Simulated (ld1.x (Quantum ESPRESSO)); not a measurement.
# Pt: excitation energies, all-electron against TM

ld1.x (Quantum ESPRESSO) 7.5 input, shortened:

```
&input
   title='Pt', zed=78., rel=1, dft='PBESOL', iswitch=3,
   config='[Xe] 4f14 5d9 6s1 6p0'
 /
 &inputp
   pseudotype=2, tm=.true., lloc=0,
   nlcc=.false.
 /
3
5P  2  1   6.00   0.00  1.05  1.05  0.0
5D  3  2   9.00   0.00  1.45  1.45  0.0
6S  1  0   1.00   0.00  1.95  1.95  0.0
 &test
   configts(1)='5p6 5d9 6s1 6p0'
 /
```

Energies are relative to the spin-unpolarised reference configuration 5p6 5d9 6s1 6p0; without spin polarisation the order of configurations can differ from experiment.

```
valence configuration  charge  ΔE all-electron (eV)  error AE − PS (meV)
      5p6 5d9 6s0 6p0      +1                 9.225                  -12
      5p6 5d8 6s0 6p0      +2                29.222                  -40
      5p6 5d7 6s0 6p0      +3                61.470                 -169
      5p6 5d8 6s2 6p0       0                 0.988                  -31
     5p6 5d10 6s0 6p0       0                -0.011                  -34
```

(1) What are ΔE and the potential's error for 5p6 5d9 6s0.5 6p0?

(2) What are ΔE and the potential's error for 5p5 5d9 6s1 6p0?

## Answers

(1) ΔE = 3.712 eV all-electron; the error (AE − PS) is -3.2 meV.

(2) ΔE = 62.183 eV all-electron; the error (AE − PS) is -212 meV.

ld1.x printed “convergence not achieved” for 3 of the counted tests; their residual had stalled under 1e-8, short of the target of 1e-14.
